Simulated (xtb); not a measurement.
W(O)2(OH)(NH2) (H3NO3W), SMILES [O]=[W](=[O])([OH])[NH2], multiplicity 1. All values are semi-empirical tight-binding results from xtb (GFN2-xTB unless named), good for trends rather than for accurate numbers. The structure is a stationary point at GFN2-xTB. The spin state was assumed, not searched. The structure was generated by enumeration; whether it is a known compound was not checked. Other conformers were not sampled.

Optimised geometry:

Bonds (Å): W1–O2 1.693, W1–O3 1.693, W1–O4 1.865, W1–N6 2.004, O4–H5 0.966, N6–H7 1.026, N6–H8 1.026. Angles (°): O2–W1–O3 113.6, O2–W1–O4 111.2, O2–W1–N6 105.5, O3–W1–O4 111.2, O3–W1–N6 105.5, O4–W1–N6 109.4, W1–O4–H5 166.4, W1–N6–H7 125.1, W1–N6–H8 125.1, H7–N6–H8 106.4.

For metal compounds this method's bond lengths and energies can be far off.

```
Item                                          Result
-------------------------------------  -------------
point group as xtb finds it                       Cs
orbital gap                                  4.49 eV
zero-point energy                      24.4 kcal/mol
G − E(el) at 298.15 K (modified RRHO)   3.9 kcal/mol
```

Computed atomic charges and the Wiberg bond orders between heavy atoms:
charges (e) W1 1.18, O2 -0.53, O3 -0.53, O4 -0.47, H5 0.34, N6 -0.41, H7 0.21, H8 0.21. Bond orders W1–O2 2.07, W1–O3 2.07, W1–O4 1.21, W1–N6 1.22.
